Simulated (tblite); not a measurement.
Species: C7H13OP.
InChI=1S/C7H13OP/c1-6-9(5,8)7(2,3)4/h1H,2-5H3/t9-/m1/s1

Level: GFN2-xTB in tblite, geometry and Hessian alike; calculated harmonic values, unscaled, isolated species. The method is semi-empirical: single wavenumbers can be off by several per cent or more.

Harmonic wavenumbers (cm⁻¹): 45.9, 96.1, 119.4, 152.5, 172.7, 190.5, 199.0, 217.7, 236.8, 262.9, 285.3, 294.4, 301.7, 370.6, 398.8, 413.1, 422.7, 588.8, 660.1, 667.4, 681.1, 759.0, 835.4, 845.1, 861.1, 962.8, 969.5, 971.8, 1022.3, 1029.4, 1209.2, 1234.6, 1246.9, 1262.0, 1307.1, 1401.2, 1403.3, 1419.4, 1425.5, 1435.3, 1481.2, 1484.8, 1488.1, 1496.8, 1500.7, 1504.3, 2208.1, 3001.2, 3004.3, 3007.7, 3009.6, 3010.2, 3012.2, 3015.9, 3020.6, 3022.9, 3024.6, 3029.7, 3046.5, 3361.7.

A = 1708, B = 1234, C = 1074 MHz; mass 144.070 u (most abundant isotopes); point group C1, symmetry number 1.

Problem. Zero-point energy?

Solution. ½Σν̃ = 39555 cm⁻¹ = 473.18 kJ/mol.

Problem. Entropy at 298.15 K, 1 bar (ideal gas, RRHO, classical rotation)?

Solution. Translation 170.84, rotation 122.77, vibration 158.01: S = 451.6 J/(mol K).

Problem. And Cp and H(298.15 K) − H(0)?

Solution. Cp = 198.73 J/(mol K), of which vibrations give 165.47 (their classical limit is 60 R = 498.9); H(298.15 K) − H(0) = 35.77 kJ/mol without the zero-point energy, 25.86 from vibrations.

Problem. Blend soft modes into free rotors: weight 1/[1 + (100 cm⁻¹/ν̃)⁴] for the oscillator and the rest for a rotor with moment μB/(μ + B), μ = h/(8π²ν), B = 10⁻⁴⁴ kg m². What vibrational entropy results?

Solution. 150.52 J/(mol K) in place of 158.01, which changes −T·S at 298.15 K by +2.23 kJ/mol.

Problem. What must be added to the electronic energy to get the Gibbs energy at 298.15 K and 1 bar?

Solution. ZPE + [H(298.15 K) − H(0)] − T·S = 473.18 + 35.77 − 134.65 = 374.30 kJ/mol.

Hindered rotation and anharmonicity are outside this model. The structure is chiral; the term R ln 2 for an equal mix with its mirror image is left out.

The values belong to the conformer `[CH:1]#[C:2][P@@:3]([CH3:4])(=[O:5])[C:6]([CH3:7])([CH3:8])[CH3:9]`: C2–P3–C6–C7 55°.
